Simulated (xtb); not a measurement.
Job for xtb: GFN-FF on C2H5F (a complex), monomers drawn apart or pushed together.

```
$ xtb mol.xyz --gfnff --sp --chrg 0 --uhf 0
8

F     -0.04401971     0.39980914    -0.26978324
H     -0.01821981     0.28339397     0.65836339
C      0.40065898    -0.50220812     2.46719790
C     -0.33249425     0.59456993     2.62499488
H     -0.05385716    -1.47986749     2.36160135
H      1.48313087    -0.46477413     2.44697949
H      0.12225829     1.57106999     2.73990328
H     -1.41470996     0.55594885     2.65454194
```

Program output:

```
[...]
           -------------------------------------------------
          |                Calculation Setup                |
           -------------------------------------------------



molecular fragmentation (1/2 indicates fragments):
11222222
# atoms in fragment 1/2:     2     6
 fragment masses (1/2) :       20.01       28.05
CMA distance (Bohr)    :   5.277
constraining FC (au)   :  0.0500

          ==================== Thresholds ====================
          CN  :   150.00000
          rep :   500.00000
          disp:  2500.00000
          HB1 :   250.00000
          HB2 :   450.00000

          Pauling EN used:
          Z : 1  EN :  2.20
          Z : 6  EN :  2.55
          Z : 9  EN :  3.98
          electric field strengths (au): 0.000

           -------------------------------------------------
          |           Force Field Initialization            |
           -------------------------------------------------

          distances ...
          ----------------------------------------
          generating topology and atomic info file ...
          pair mat ...
          computing topology distances matrix with Floyd-Warshall algo ...
          making topology EEQ charges ...
          #fragments for EEQ constrain: 2
          ----------------------------------------
          generating topology and atomic info file ...
          pair mat ...
          computing topology distances matrix with Floyd-Warshall algo ...
          making topology EEQ charges ...
          rings ...
          # BATM   8
          # H in HB   5
          doing iterative Hueckel for 1 subsystem(s) ...

  atom   neighbors  erfCN metchar sp-hybrid imet pi  qest     coordinates
    1  F       1    0.98   0.00         0    0    0  -0.322   -0.083185    0.755530   -0.509816
    2  H       1    0.98   0.00         0    0    0   0.322   -0.034430    0.535537    1.244126
    3  C       3    2.78   0.00         2    0    1  -0.059    0.757136   -0.949036    4.662328
    4  C       3    2.78   0.00         2    0    1  -0.059   -0.628323    1.123574    4.960521
    5  H       1    0.97   0.00         0    0    0   0.029   -0.101775   -2.796544    4.462780
    6  H       1    0.97   0.00         0    0    0   0.029    2.802711   -0.878296    4.624121
    7  H       1    0.97   0.00         0    0    0   0.029    0.231035    2.968892    5.177667
    8  H       1    0.97   0.00         0    0    0   0.029   -2.673414    1.050591    5.016357

          #atoms :   8
          #bonds :   6
          #angl  :   6
          #tors  :   6
          #nmol  :   2
          #optfrag :   2
           -------------------------------------------------
          |                   G F N - F F                   |
          |          A general generic force-field          |
          |                  Version 1.0.3                  |
           -------------------------------------------------
          Number of HB bonds (bound hydrogen)     54
          Number of HB bonds (unbound hydrogen)   36
          Number of XB bonds                      0

 E+G (total)                   0 d,  0 h,  0 min,  0.000 sec
 distance/D3 list               ...        0 min,  0.000 sec (  1.108%)
 non bonded repulsion           ...        0 min,  0.000 sec ( 16.306%)
 dCN                            ...        0 min,  0.000 sec (  3.599%)
 EEQ energy and q               ...        0 min,  0.000 sec (  9.225%)
 D3                             ...        0 min,  0.000 sec ( 13.011%)
 EEQ gradient                   ...        0 min,  0.000 sec (  3.385%)
 bonds                          ...        0 min,  0.000 sec (  8.406%)
Note: The following floating-point exceptions are signalling: IEEE_UNDERFLOW_FLAG IEEE_DENORMAL
normal termination of xtb
 bend and torsion               ...        0 min,  0.000 sec ( 10.905%)
 bonded ATM                     ...        0 min,  0.000 sec (  3.603%)
 HB/XB (incl list setup)        ...        0 min,  0.000 sec ( 24.007%)

         :::::::::::::::::::::::::::::::::::::::::::::::::::::
         ::                     SUMMARY                     ::
         :::::::::::::::::::::::::::::::::::::::::::::::::::::
         :: total energy              -1.116239721220 Eh    ::
         :: gradient norm              0.026961516953 Eh/a0 ::
         ::.................................................::
         :: bond energy               -1.141289037730 Eh    ::
         :: angle energy               0.000402572714 Eh    ::
         :: torsion energy             0.000001611800 Eh    ::
         :: repulsion energy           0.068097187051 Eh    ::
         :: electrostat energy        -0.036928659602 Eh    ::
         :: dispersion energy         -0.001946604382 Eh    ::
         :: HB energy                 -0.004575325619 Eh    ::
         :: XB energy                  0.000000000000 Eh    ::
         :: bonded atm energy         -0.000001465452 Eh    ::
         :: external energy            0.000000000000 Eh    ::
         :: add. restraining           0.000000000000 Eh    ::
         :: total charge              -0.000000000000 e     ::
         :::::::::::::::::::::::::::::::::::::::::::::::::::::

           -------------------------------------------------
          |                Property Printout                |
           -------------------------------------------------

molecular dipole:
                 x           y           z       tot (Debye)
 q only:        0.019      -0.084       0.673       1.724

           -------------------------------------------------
          | TOTAL ENERGY               -1.116239721220 Eh   |
          | GRADIENT NORM               0.026961516953 Eh/α |
           -------------------------------------------------
########################################################################
[WARNING] Runtime exception occurred
-1- gfnff_setup: Could not read topology file.
########################################################################

------------------------------------------------------------------------
------------------------------------------------------------------------
 total:
 SCF:
```

The run finished.

Cost: about 0.010 core-seconds (a rough figure).
